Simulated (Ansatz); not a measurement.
Geometry optimisation, RKS PBE-D4/6-31G* (Ansatz 0.2.0).

Input file:

```yaml
crystal:
  periodic: [false, false, false]
  atoms:
    - { symbol: B, position_ang: [-1.509, -0.2309, 0.0143] }
    - { symbol: C, position_ang: [-0.0183, -0.1915, 0.3056] }
    - { symbol: C, position_ang: [0.80256, 0.17449, -0.65702] }
    - { symbol: B, position_ang: [0.59043, -0.55651, 1.77456] }
    - { symbol: O, position_ang: [-0.39892, -0.94452, 2.82568] }
    - { symbol: H, position_ang: [-1.9607, 0.1272, -1.0691] }
    - { symbol: H, position_ang: [-2.3077, -0.4789, 0.8469] }
    - { symbol: H, position_ang: [1.94048, 0.22633, -0.44882] }
    - { symbol: H, position_ang: [0.50621, 0.41033, -1.69248] }
    - { symbol: H, position_ang: [1.69133, -0.48422, 1.95327] }
    - { symbol: H, position_ang: [-0.44852, -1.93852, 2.71101] }
basis:
  gaussian: { orbitals: "6-31G*" }
hamiltonian:
  xc: pbe
  dispersion: d4
relax:
  f_tol: 0.015
  max_steps: 40
```

Command:

```bash
$ ansatz run input.yaml --threads 1 --pin off --max-ram 2048MiB --backend cpu --events-out ev --progress --plain --runs-dir out
```

Q: Where does it end, and by what steps?

A: The run converged. The force dipped under the threshold on the way, but the program's further checks kept it going. After 15 steps the energy has fallen by 1.333 eV; H11 moved furthest, 0.97 Å.

```csv
step,energy less start (eV),largest force component (eV/Å),accepted
0,0.0000,5.076,yes
1,-0.3783,1.974,yes
2,-0.5469,1.233,yes
3,-0.7675,0.874,yes
4,-0.9671,2.108,yes
5,-1.2276,0.711,yes
6,-1.3026,0.267,yes
7,-1.3161,0.273,yes
8,-1.3098,0.464,no
9,-1.3291,0.054,yes
10,-1.3320,0.035,yes
11,-1.3096,0.691,no
12,-1.3327,0.008,yes
13,-1.3328,0.023,yes
14,-1.3320,0.091,no
15,-1.3329,0.004,yes
```

```xyz
11
Properties=species:S:1:pos:R:3
B -1.495 -0.345 0.066
C 0.020 -0.249 0.363
C 0.836 0.228 -0.622
B 0.661 -0.673 1.737
O -0.093 -1.160 2.764
H -1.945 -0.007 -1.002
H -2.280 -0.763 0.895
H 1.924 0.324 -0.484
H 0.450 0.539 -1.603
H 1.849 -0.588 1.949
H -1.040 -1.194 2.502
```

Run time: 53 s on 1 thread of Arm Neoverse V1, on a shared host, peak memory 0.12 GiB.
